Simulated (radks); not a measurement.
Values are calculated unless marked as measured or tabulated.
Removal energies from the thallium ion Tl12+, [Xe] 4f14 5d1, by Delta-SCF beside the eigenvalue of the level emptied. Code: a radial shooting solver on a logarithmic mesh with Libxc functionals. Model: non-relativistic Kohn-Sham, PBE, spin-polarised, spherical densities, point nucleus. Open shells are filled with parallel spins first.

removed from	final configuration	Delta-SCF (eV)	-eigenvalue (eV)
5d	[Xe] 4f14	219.56	209.44
5p	[Kr] 4d10 4f14 5s2 5p5 5d1	281.18	270.09
5s	[Kr] 4d10 4f14 5s1 5p6 5d1	317.74	306.17
4f	[Xe] 4f13 5d1	368.55	348.58
